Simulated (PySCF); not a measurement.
# The second ionisation energy along group 13

Calculated with PySCF 2.14 from differences of total energies of unrestricted determinants, without spin-orbit coupling. Values in eV. The last column holds reference values (NIST; (s) semi-empirical, (t) theoretical, else measured). Unmarked ones compare directly (S terms, centres of terms, or small fine structure); those marked * lie between the lowest fine-structure levels and include a spin-orbit shift.

```csv
element,configurations,UHF,MP2 (valence),SCS-MP2 (valence),CCSD (valence),CCSDT (valence),FCI (valence),reference
"B (def2-TZVP, non-relativistic)",[He] 2s2 → [He] 2s1,23.441,24.405,24.598,25.059,25.059,25.059,25.155
"Al (def2-TZVP, non-relativistic)",[Ne] 3s2 → [Ne] 3s1,17.529,18.271,18.420,18.600,18.600,18.600,18.829
"Tl (def2-TZVP with the def2 core potential (60 electrons), ECP)",[Xe] 4f14 5d10 6s2 → [Xe] 4f14 5d10 6s1,18.361,18.909,19.019,19.109,19.109,19.109,20.428
```

| method | elements | mean error (eV) | mean absolute error (eV) | largest error (eV) |
| --- | --- | --- | --- | --- |
| UHF | 3 | -1.693 | 1.693 | -2.067 |
| MP2 (valence) | 3 | -0.942 | 0.942 | -1.519 |
| SCS-MP2 (valence) | 3 | -0.792 | 0.792 | -1.409 |
| CCSD (valence) | 3 | -0.548 | 0.548 | -1.320 |
| CCSDT (valence) | 3 | -0.548 | 0.548 | -1.320 |
| FCI (valence) | 3 | -0.548 | 0.548 | -1.320 |

Errors include the incompleteness of the basis and the frozen core.

"Valence" correlates the outer s and p shells and, in groups 3 to 12 and the f block, the outer d or f shell, open or full, or the next shell where the ion has no valence electron left; the wider scheme adds the next inner shell.
